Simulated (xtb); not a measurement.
GeBrI, SMILES [Br][Ge][I] (connectivity only; charge and spin as stated), neutral, multiplicity 1. All values are semi-empirical tight-binding results from xtb (GFN2-xTB unless named), good for trends rather than for accurate numbers. Coordinates come from a GFN2-xTB optimisation.

Optimised geometry:

```xyz
3

Ge     1.1058     0.4663     0.0000
Br    -0.5703     2.1319     0.0000
I     -0.2910    -1.6894     0.0000
```
Charge 0, spin multiplicity 1.

For metal compounds this method's bond lengths and energies can be far off.

Computed properties:
```
Quantity                                       Result
-------------------------------------  --------------
point group as xtb finds it                        Cs
orbital gap                                   3.27 eV
zero-point energy                        0.9 kcal/mol
G − E(el) at 298.15 K (modified RRHO)  -19.4 kcal/mol
```

Problem. Give the atomic charges and the Wiberg bond orders between heavy atoms. (Estimate from the structure and the level; the computed values follow.)

Solution. charges (e) Ge1 0.38, Br2 -0.22, I3 -0.16. Bond orders Ge1–Br2 1.31, Ge1–I3 1.30.
